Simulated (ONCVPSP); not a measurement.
# Building the ONCV potential for Cd (Z = 48) (revPBE, scalar-relativistic).

ONCVPSP 4.0.1 input, shortened (lines: element, Z, core and valence counts, functional; n l f; lmax; l rc ep ncon nbas qcut; lloc lpopt rc5 dvloc0; l nproj debl; icmod fcfact rcfact), revPBE, scalar-relativistic:

```
  Cd 48.00    6    4  -102130      upf
    1    0    2.00
    2    0    2.00
    2    1    6.00
    3    0    2.00
    3    1    6.00
    3    2   10.00
    4    0    2.00
    4    1    6.00
    4    2   10.00
    5    0    2.00
    2
    0    1.20    0.00    3    7   10.60
    1    1.00    0.00    4    7    9.20
    2    0.40    0.00    4    8   27.50
    4    5    0.30    2.00
    0    2    1.10
    1    2    4.00
    2    2    2.40
    3    2.00    1.60
```

(1) Does the generator finish with these settings?

Results:

(1) No. ONCVPSP 4.0.1 stopped with "ERROR pspot: first pseudo wave function has node, program will stop": the optimised pseudo-wave of the first projector has a node, so the radial equation cannot be inverted for a potential. The 4d radius of 0.40 bohr lies inside the outermost node of the all-electron wave at 0.42 bohr. It happened in the d channel.
